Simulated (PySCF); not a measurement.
**Question.** Give a PBE0-D3(BJ)/def2-SVP geometry of `F[P](F)(F)->[Pd]([Cl])([Cl])<-[P](F)(F)F` (trans-PdCl2(PF3)2). (Singlet state.)

**Answer.** 
```xyz
11
Cl2F6P2Pd angstrom
Pd     0.0063   -0.0084    0.0086
Cl     2.2594    0.3304    0.3133
P     -0.1079    2.2364   -0.0963
F      0.7511    2.9478   -1.1966
F      0.3464    3.0273    1.1775
F     -1.4921    2.9263   -0.3562
Cl    -2.2442   -0.3589   -0.2977
P      0.1246   -2.2486    0.1033
F     -0.7382   -2.9751    1.1902
F      1.5093   -2.9345    0.3672
F     -0.3165   -3.0280   -1.1824
```

Any rigid rotation of these coordinates is as good. Atoms count from 1 in this order. All 6 F–P bonds measure 1.566 to 1.568 Å. Pd1 (palladium bonded to 2 Cl and 2 P) is square planar (angles from 84.6° to 179.7°). P3 (phosphorus bonded to 3 F and Pd) is distorted tetrahedral (angles from 99.7° to 119.4°).

Bonds between heavy atoms (Å): Pd1–Cl2 2.299, Pd1–P3 2.250, Pd1–Cl7 2.298, Pd1–P8 2.245, P3–F4 1.567, P3–F5 1.567, P3–F6 1.568, P8–F9 1.566, P8–F10 1.568, P8–F11 1.567.

Method: PySCF, PBE0-D3(BJ)/def2-SVP geometry optimisation, gas phase, def2 core potentials past Kr.

Stationary, but not proved a minimum.
